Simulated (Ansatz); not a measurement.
All values below come from frozen-core CCSD(T)/def2-TZVPP // PBE-D3(BJ)/def2-TZVP (Ansatz, a program for electronic structure). The restricted HF reference is unstable towards unrestricted orbitals.

Ansatz 0.2 input:
```yaml
crystal:
  periodic: [false, false, false]
  atoms:
    - { symbol: C, position_ang: [1.798095, 0.138118, 0.452305] }
    - { symbol: C, position_ang: [0.679556, 0.109932, -0.285876] }
    - { symbol: C, position_ang: [-0.681161, -0.096769, 0.181326] }
    - { symbol: C, position_ang: [-1.756798, -0.112326, -0.620954] }
    - { symbol: Br, position_ang: [-0.936036, -0.361947, 2.064488] }
    - { symbol: H, position_ang: [1.770021, -0.002617, 1.533523] }
    - { symbol: H, position_ang: [2.769499, 0.300087, -0.014115] }
    - { symbol: H, position_ang: [0.745058, 0.253198, -1.370132] }
    - { symbol: H, position_ang: [-1.621885, 0.039277, -1.693933] }
    - { symbol: H, position_ang: [-2.766346, -0.266956, -0.24663] }
basis:
  gaussian: { orbitals: def2-TZVPP }
correlation:
  method: ccsd_t
```

Output:

```
Functional definition: HF
1484 factors; integrals over basis functions are off by at most 1.2e-3 eV
mean field evaluation 1: about -74197.1216 eV, gradient 3.1e1 eV
mean field evaluation 2: about -74197.4003 eV, gradient 3.1e1 eV
mean field evaluation 4: about -74200.2380 eV, gradient 3.3e0 eV
mean field evaluation 8: about -74200.2847 eV, gradient 2.6e-1 eV
mean field evaluation 16: about -74197.1205 eV, gradient 3.1e1 eV
mean field -74200.28531578 eV, -2726.8101905952 hartree, gradient 2.5e-6 eV, S^2 0.000000; 0 other end points of the search recorded, 0 dependent functions left out; unrestricted orbitals would lower it
13 core orbitals not correlated
reference -74200.28531578 eV, -2726.8101905952 hartree; 19, 19 occupied and 210, 210 virtual orbitals, 1484 factors
second order -25.11616888 eV of doubles, -0.00000000 eV of singles
cycle   1  -25.17227103 eV  change   -5.6e-2 eV  update   1.1e-1
cycle   2  -25.82772324 eV  change   -6.6e-1 eV  update   3.5e-2
cycle   3  -25.96411969 eV  change   -1.4e-1 eV  update   1.6e-2
cycle   4  -25.95629660 eV  change    7.8e-3 eV  update   4.9e-3
cycle   5  -25.95811945 eV  change   -1.8e-3 eV  update   1.9e-3
cycle   6  -25.95905144 eV  change   -9.3e-4 eV  update   5.1e-4
cycle   7  -25.95886437 eV  change    1.9e-4 eV  update   2.3e-4
cycle   8  -25.95882372 eV  change    4.1e-5 eV  update   9.4e-5
cycle   9  -25.95885044 eV  change   -2.7e-5 eV  update   4.2e-5
perturbative correction -1.20429815 eV, -0.0442571406 hartree
Total energy: -74227.44846437 eV, -2727.8084178939 hartree
```

Cost: roughly 11 core-minutes.
